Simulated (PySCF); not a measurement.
Isomers of C9H8O2, one GFN2-xTB conformer each. Single-point energies are computed at PBE0/pcSseg-1 (PySCF, gas phase, no added dispersion term), electronic only.

Question: Rank them by PBE0/pcSseg-1 energy, lowest first (kcal/mol).
A. `[CH2:1]=[C:2]([CH3:3])[C:4]1=[CH:5][CH:6]=[CH:7][C:8](=[O:9])[C:10]1=[O:11]` with C1–C2–C4–C5 156°, C4–C5–C6–C7 2°, C6–C7–C8–O9 169°, C7–C8–C10–O11 -158°, C2–C4–C10–C8 169°
B. `[O:1]=[CH:2][O:3][C:4]1=[CH:5]/[CH:6]=[CH:7]\[CH:8]=[CH:9]/[CH:10]=[CH:11]\1` with O1–C2–O3–C4 0°, C2–O3–C4–C5 16°, C4–C5–C6–C7 59°, C6–C7–C8–C9 -59°, C8–C9–C10–C11 58°, O3–C4–C11–C10 124°
C. `[CH:1]1=[CH:2][CH:3]([c:4]2[cH:5][cH:6][cH:7][o:8]2)[CH:9]=[CH:10][O:11]1` with C2–C3–C4–C5 -60°

Answer: A (0.0), C (1.8), B (10.3).

As drawn, the highest has a C(=O)–O unit, which the lowest lacks. Neighbours under 2.5 kcal/mol apart (C=C(C)C1=CC=CC(=O)C1=O and C1=CC(c2ccco2)C=CO1) can change places with a better method, another conformer or zero-point energy. GFN2-xTB itself gives, in the same order: 31.6, 0.0, 32.9. GFN2-xTB puts C1=CC(c2ccco2)C=CO1 lowest instead; measured from each level's own lowest isomer, the values differ by up to 31.6 kcal/mol (C=C(C)C1=CC=CC(=O)C1=O: 31.6 against 0.0).

Which frontier levels, dipoles and rotational constants go with these structures?

```tsv
SMILES	HOMO (eV, PBE0/pcSseg-1)	LUMO (eV)	dipole (D)	A, B, C (MHz)
C=C(C)C1=CC=CC(=O)C1=O	-6.92	-3.66	5.36	2000, 923.9, 654.0
C1=CC(c2ccco2)C=CO1	-6.37	-0.25	0.47	2971, 697.5, 696.2
O=COC1=C/C=C\C=C/C=C\1	-6.58	-1.38	2.09	2037, 824.8, 691.7
```

As an exercise, what shares would exp(−E/RT) give at 1000 K from these electronic energies alone (no entropy, no degeneracies)?

RT = 1.987 kcal/mol: C=C(C)C1=CC=CC(=O)C1=O 71.2 %, C1=CC(c2ccco2)C=CO1 28.4 %, O=COC1=C/C=C\C=C/C=C\1 0.4 %.
